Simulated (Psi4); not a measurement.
Interaction energy of HF ··· F- (SMILES F and [F-]) (charge -1). Monomers: optimised at B3LYP-D3(BJ) (def2-TZVP), held rigid. Orientation: lowest of the rigid-body minima from ten starts at GFN2-xTB. The monomers approach along the line of their centres of mass (distance R); nothing else relaxes.

SCS-MP2/aug-cc-pVTZ = DF-SCS-MP2/aug-cc-pVTZ, frozen core, counterpoise-corrected run with Psi4 1.11; CCSD(T)/aug-cc-pVDZ = DF-CCSD(T)/aug-cc-pVDZ, frozen core, counterpoise-corrected in Psi4 1.11.

Interaction energies in kJ/mol:

| R / Å | SCS-MP2/aug-cc-pVTZ |
|---|---|
| 2.05 | -121.52 |
| 2.22 | -148.80 |
| 2.43 | -146.88 |
| 2.63 | -132.47 |
| 2.90 | -109.87 |
| 3.21 | -87.15 |
| 3.68 | -62.15 |
| 4.46 | -38.34 |
| 5.42 | -23.93 |
| 6.75 | -14.41 |

Problem. Estimate the CCSD(T)/aug-cc-pVDZ values at these points.

Solution. 2.05: -116.33; 2.22: -146.78; 2.43: -146.99; 2.63: -133.14; 2.90: -110.53; 3.21: -87.45; 3.68: -62.07; 4.46: -38.17; 5.42: -23.78; 6.75: -14.29 (kJ/mol).
